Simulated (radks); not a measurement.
Results of a calculation; reference values are marked as such.
Species: Ni V. Configuration: [Ne] 3s1.5 3p6 3d6 4s0.5 (fractional occupations, a model configuration).

Level of theory: Dirac Kohn-Sham, PBE, spin-unpolarised, spherical densities, finite nucleus; open shells are shared between the two j in proportion to 2j + 1; Fermi nuclear charge, rms radius 3.7757 fm (a radial shooting solver on a logarithmic mesh with Libxc functionals).

Energy parts (hartree):
| part | energy |
|---|---|
| total | -1513.74682 |
| kinetic | 1538.36106 |
| electron-nucleus | -3577.40091 |
| Hartree | 586.36145 |
| exchange-correlation | -61.06842 |

Orbitals (lengths in bohr, moments of r in powers of bohr):
| orbital | occ. | eigenvalue (hartree) | <1/r> |
|---|---|---|---|
| 1s1/2 | 2 | -304.3725 | 28.09 |
| 2s1/2 | 2 | -38.71284 | 6.099 |
| 2p1/2 | 2 | -34.10586 | 6.050 |
| 2p3/2 | 4 | -33.46315 | 5.925 |
| 3s1/2 | 1.5 | -6.55581 | 1.965 |
| 3p1/2 | 2 | -5.13401 | 1.849 |
| 3p3/2 | 4 | -5.04736 | 1.820 |
| 3d3/2 | 2.4 | -2.70314 | 1.555 |
| 3d5/2 | 3.6 | -2.69171 | 1.549 |
| 4s1/2 | 0.5 | -1.77985 | 0.6913 |

The highest occupied level is 4s1/2 at -48.432 eV. The density falls to 0.001 e/bohr^3 at r = 2.88 bohr. The electron density at the nucleus is 1.956e+04 e/bohr^3.
